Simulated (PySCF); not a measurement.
BeF2. Atoms are numbered in the order given.

```xyz
3

Be     0.0000     0.0000     0.0000
F      0.0000     0.0000    -1.3818
F      0.0000     0.0000     1.3818
```
Charge 0, spin multiplicity 1.

Geometry: r2SCAN-D4/def2-TZVP. The isomer is the one that the SMILES or the coordinates give; other isomers of the formula were not compared.

The numbers are results of TDDFT-PBE0/def2-TZVPD (PySCF), not measurements.

Vertical excitations; the highest root listed may be one member of a degenerate set. Isolated molecule, no solvent. State labels are in the subgroup D2h.

Q: List the lowest excited states. (An estimate is asked for; the answer gives what the named calculation found.)

A: 
| state | symmetry | energy (eV) | λ (nm) | f | main pairs |
|---|---|---|---|---|---|
| S1 | B2g | 9.42 | 132 | 0.000 | HOMO−1→LUMO (degenerate set) |
| S2 | B3g | 9.42 | 132 | 0.000 | HOMO→LUMO (degenerate set) |
| S3 | B2u | 10.14 | 122 | 0.123 | HOMO−3→LUMO (degenerate set) |
| S4 | B3u | 10.14 | 122 | 0.123 | HOMO−2→LUMO (degenerate set) |
| S5 | Au | 10.81 | 115 | 0.000 | HOMO−1→LUMO+1 45 %, HOMO→LUMO+2 45 % |
| S6 | Au | 10.86 | 114 | 0.000 | HOMO→LUMO+2, HOMO−1→LUMO+1 (degenerate set) |
| S7 | B1u | 10.86 | 114 | 0.000 | HOMO−1→LUMO+2, HOMO→LUMO+1 (degenerate set) |
| S8 | Ag | 11.02 | 112 | 0.000 | HOMO−4→LUMO 95 % |
| S9 | B1u | 11.18 | 111 | 0.019 | HOMO−5→LUMO 74 %, HOMO→LUMO+1 12 %, HOMO−1→LUMO+2 12 % |
| S10 | Ag | 11.42 | 109 | 0.000 | HOMO−3→LUMO+1 45 %, HOMO−2→LUMO+2 45 % |
| T1 | B2g | 9.18 | 135 | 0 | HOMO−1→LUMO (degenerate set) |
| T2 | B3g | 9.18 | 135 | 0 | HOMO→LUMO (degenerate set) |
| T3 | B2u | 9.71 | 128 | 0 | HOMO−3→LUMO (degenerate set) |
| T4 | B3u | 9.71 | 128 | 0 | HOMO−2→LUMO (degenerate set) |
Triplets are in the Tamm–Dancoff approximation, which puts them higher than full response would, so one can lie above its singlet here.
